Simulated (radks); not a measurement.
Spherical quantum dot in the effective-mass picture: electrons in a hard-walled sphere of radius 12.6, with a point charge +1 (a donor) at the centre, all in effective atomic units (hartree* = m*/eps^2 hartree, bohr* = eps/m* bohr), one dielectric constant everywhere. Method: non-relativistic Kohn-Sham, PBE, spin-polarised, spherical densities; computed with a radial shooting solver with Libxc functionals. Levels are named by radial order and angular momentum (1s, 1p, 1d, 2s, ...), and open shells are averaged over m.

N = 2, configuration 1s2. This is the lowest configuration that the search found (a dilute case). Occupied levels:

level,occupation,eigenvalue (hartree*),<r> (bohr*)
1s,2,0.064167,2.613

Energy (hartree*): total -0.525418, kinetic 0.50878, external -1.3815, Hartree 0.77484, exchange-correlation -0.42750.
